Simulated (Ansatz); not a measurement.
**Match the barriers**

Saddle point of SiHCl$_{2}$F, singlet (SiClF + HCl → SiCl₂ + HF; bonds formed: Si1–Cl5, F2–H3; bonds broken: Si1–F2, H3–Cl5), PBE0-D4/def2-TZVP structure:

```xyz
5
angstrom
Si 0.8718 0.1477 0.6996
F 0.6044 0.0134 -1.1387
H -0.2707 -0.7022 -0.8497
Cl -0.2287 1.8960 0.9355
Cl -0.9767 -1.3549 0.3532
```

Ansatz 0.2.0; basis: def2-TZVPP, with def2-QZVPP for the basis limit; cores frozen in the correlated methods. Extrapolation: Hartree–Fock as exp(−7.88 √X), correlation as X^−2.97. Four methods, as single points on the PBE0-D4 structures, gave these electronic barriers from the start structure: 58.6, 65.1, 74.3, 133.2 kJ/mol.

The methods were, in alphabetical order, BLYP-D4, HF, MP2, r2SCAN-D4. Which gave which? (Judge from chemistry; the calculation decides.)

Computed: r2SCAN-D4 58.6; BLYP-D4 65.1; MP2 74.3; HF 133.2 kJ/mol. For comparison, CCSD(T) at an estimated basis limit (MP2 extrapolated from triple and quadruple zeta, plus CCSD(T) − MP2 in triple zeta) gives 81.0 kJ/mol.

T1 diagnostic: at most 0.013.

For scale, one of the runs: CCSD(T)/def2-TZVPP, 171 basis functions, launched by `ansatz run in.yaml --threads 2 --pin off --events-out ev --progress --plain --max-ram 4352MiB`. Time: 42 s of wall clock on 2 CPU threads of an Arm Neoverse V1; the host was shared. Peak host memory: 1.4 GiB.
